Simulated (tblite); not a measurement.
Compound: C₅H₁₃FSSi.
Z-matrix (Å and degrees, GFN2-xTB geometry), rows numbered from 1:
```
C 
Si  1  1.8983
C   2  1.9231  1  108.78
C   3  1.5210  2  110.55  1   177.71
F   4  1.3749  3  110.56  2   -56.55
C   3  1.5171  2  111.66  1   -59.74
S   6  1.8318  3  114.44  2   176.38
C   7  1.8153  6   99.73  3   -75.14
H   1  1.0847  2  110.20  3  -174.71
H   1  1.0860  2  112.11  3    65.91
H   1  1.0864  2  111.84  3   -55.35
H   2  1.4694  1  110.03  3  -117.61
H   2  1.4617  1  110.46  3   118.90
H   3  1.0952  2  108.47  1    60.29
H   4  1.0956  3  111.90  2  -175.35
H   4  1.0948  3  111.24  2    61.78
H   6  1.0895  3  111.30  2    55.56
H   6  1.0897  3  110.78  2   -65.90
H   8  1.0865  7  109.34  6   -56.34
H   8  1.0862  7  110.21  6    65.62
H   8  1.0846  7  106.70  6  -175.31
```

Computed with GFN2-xTB (tblite): harmonic, unscaled wavenumbers at the GFN2-xTB geometry, gas phase. Errors from tens to a few hundred cm⁻¹ against measured bands are possible. Modes of hydrogen on silicon can be 10 to 20 % off. One conformer, not necessarily the lowest.

Harmonic wavenumbers (cm⁻¹): 27.1, 37.2, 64.4, 87.4, 122.6, 132.1, 138.3, 168.0, 189.6, 247.0, 308.6, 350.5, 443.3, 477.3, 588.1, 672.2, 693.5, 713.1, 737.4, 753.1, 771.9, 820.7, 824.8, 837.6, 940.2, 944.1, 979.2, 1037.7, 1054.4, 1104.4, 1157.8, 1187.2, 1232.3, 1276.3, 1293.1, 1317.6, 1338.6, 1372.6, 1439.0, 1448.6, 1455.8, 1464.9, 1482.3, 1492.8, 2218.4, 2288.1, 2929.3, 2937.1, 2947.7, 2981.4, 2997.1, 3020.4, 3024.6, 3035.9, 3038.5, 3058.4, 3066.2.

A = 1592, B = 836.3, C = 623.2 MHz; mass 152.049 u (most abundant isotopes); point group C1, symmetry number 1.

Zero-point energy?

Half the sum of the wavenumbers: 36384 cm⁻¹ = 104.03 kcal/mol.

What is S at 298.15 K and 1 bar for an ideal gas of classical rigid rotors and harmonic oscillators?

Translation 40.99, rotation 30.34, vibration 42.39: S = 113.7 cal/(mol K).

And Cp and H(298.15 K) − H(0)?

Cp = 44.69 cal/(mol K), of which vibrations give 36.74 (their classical limit is 57 R = 113.3); H(298.15 K) − H(0) = 8.43 kcal/mol without the zero-point energy, 6.06 from vibrations.

Blend soft modes into free rotors: weight 1/[1 + (100 cm⁻¹/ν̃)⁴] for the oscillator and the rest for a rotor with moment μB/(μ + B), μ = h/(8π²ν), B = 10⁻⁴⁴ kg m². What vibrational entropy results?

37.38 cal/(mol K) in place of 42.39, which changes −T·S at 298.15 K by +1.49 kcal/mol.

Which modes carry the vibrational entropy at 298.15 K?

27.1 cm⁻¹: 6.03; 37.2 cm⁻¹: 5.40; 64.4 cm⁻¹: 4.32; 87.4 cm⁻¹: 3.72; 122.6 cm⁻¹: 3.06; 132.1 cm⁻¹: 2.92 cal/(mol K); the other 51 give 16.95 together.

How do the functions run with temperature in this model?

```csv
T (K),S (cal/(mol K)),Cp (cal/(mol K)),H − H(0) (kcal/mol),G − H(0) (kcal/mol),ln q(vib)
100,78.3,24.2,1.66,-6.18,3.56
200,98.2,34.1,4.57,-15.06,7.59
300,114.0,44.9,8.52,-25.68,11.16
500,141.7,64.2,19.52,-51.32,17.69
800,176.3,83.0,41.86,-99.21,26.56
1000,195.8,91.4,59.34,-136.47,31.94
```

q(vib) and H(0) count from the zero-point level.

Hindered rotation and anharmonicity are outside this model. Other conformers, if any are populated, would add a mixing term that is left out. The structure is chiral; the term R ln 2 for an equal mix with its mirror image is left out.
